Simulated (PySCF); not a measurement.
C2H2F3, SMILES [C](CF)(F)F, multiplicity 2. Atoms are numbered in the order given.

```xyz
7

F     -1.6350    -0.5689     0.0000
C     -0.9130     0.6164     0.0000
C      0.5534     0.3707     0.0000
F      1.0683    -0.1773     1.0935
F      1.0683    -0.1773    -1.0935
H     -1.1782     1.1944    -0.8998
H     -1.1782     1.1944     0.8998
```
Charge 0, spin multiplicity 2.

Geometry: B3LYP-D3(BJ)/def2-SVP. The isomer is the one that the SMILES or the coordinates give; other isomers of the formula were not compared. The values are those of a single conformer.

Method: B3LYP/pcH-1 in PySCF.

Unrestricted Kohn–Sham, ⟨S²⟩ = 0.753. Hyperfine tensors hold the contact and dipolar terms, without spin-orbit corrections.

Computed hyperfine couplings:
```csv
nucleus,A(iso) (MHz),A(iso) (G),dipolar principal values (MHz)
19F no. 1,202.1,72.1,"-111.0, -99.1, 210.1"
13C no. 2,83.3,29.7,"-4.8, -2.9, 7.7"
13C no. 3,340.9,121.6,"-79.0, -78.6, 157.6"
19F no. 4,206.8,73.8,"-246.6, -222.2, 468.8"
19F no. 5,206.8,73.8,"-246.6, -222.2, 468.8"
1H no. 6,0.2,0.1,"-7.7, -4.3, 11.9"
1H no. 7,0.2,0.1,"-7.7, -4.3, 11.9"
```

**Question.** And the g tensor (effective nuclear charges for spin-orbit coupling, GIAO)? (Estimate from the structure and the level; the computed values follow.)

**Answer.** principal values 2.0019, 2.0050, 2.0051; isotropic 2.0040.
